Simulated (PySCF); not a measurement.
Compound: C₄H₃F₂NOSe.
Geometry (PBE0-D3(BJ)/def2-SVP, Å), atoms numbered from 1 in this order:
```
atom  x, y, z in Å
F1     1.7407   -1.5657   -0.6308
C2     1.9431   -0.2748   -0.2935
F3     3.1496    0.0705   -0.7205
O4     1.0461    0.5336   -0.9274
C5    -0.2085    0.6386   -0.4115
C6    -0.8670   -0.4263    0.2974
C7    -2.1224   -0.0647    0.6884
Se8   -2.4693    1.6585    0.1192
N9    -0.8294    1.7622   -0.6075
H10    1.8873   -0.1909    0.8075
H11   -0.4285   -1.4098    0.4646
H12   -2.8414   -0.6773    1.2332
```

Method used: TDDFT CAM-B3LYP/def2-SVPD, vertical, gas phase, core orbitals frozen in the response in PySCF 2.14.0, density-fitted response routines. Relativistic effects, spin–orbit coupling among them, are left out although an element past zinc is present.

Ground-to-excited transition dipoles (e·a0, same axes as the geometry; the sign carries no meaning), for the states with f of 0.002 or more among the lowest 6:

| state | E (eV) | μx | μy | μz |
| --- | --- | --- | --- | --- |
| S1 | 5.011 | 0.118 | -0.139 | -0.039 |
| S2 | 5.128 | -0.890 | 0.740 | 0.006 |
| S4 | 6.027 | -0.285 | -0.272 | 0.253 |
| S6 | 6.795 | -0.115 | -0.097 | -0.223 |

Problem. Work out the oscillator strengths.

Solution. f = (2/3) ΔE |μ|² with ΔE in hartree (27.2114 eV).

```json
{"state": "S1", "|μ|² (au)": "0.035", "|μ| (D)": "0.47", "f": "0.004"}
{"state": "S2", "|μ|² (au)": "1.340", "|μ| (D)": "2.94", "f": "0.168"}
{"state": "S4", "|μ|² (au)": "0.219", "|μ| (D)": "1.19", "f": "0.032"}
{"state": "S6", "|μ|² (au)": "0.072", "|μ| (D)": "0.68", "f": "0.012"}
```

Problem. Which bond between heavy atoms lies closest to the direction of the S2 transition dipole?

Solution. C5–N9, at 23° from it; next C2–O4 and C6–C7 at 28°.

Problem. What angle do the transition dipoles of S2 and S4 make?

Solution. |cos θ| = |μa·μb| / (|μa| |μb|) = 0.10, so θ ≈ 84° (taken between 0 and 90°, since the signs are arbitrary).

Problem. How is the summed strength of these states shared among x, y and z?

Solution. (2/3) Σ ΔE μα² gives 0.115 for x, 0.084 for y and 0.018 for z, 0.217 in all.

Problem. What peak molar absorption coefficient would the strongest computed level give as a lone Gaussian band 0.4 eV wide at half height?

Solution. ε(max) = 2.175×10⁸ f / FWHM, with the width in cm⁻¹. S2: 2.175×10⁸ × 0.1683 / 3226 ≈ 11000 L mol⁻¹ cm⁻¹.

One conformer stands for the species.
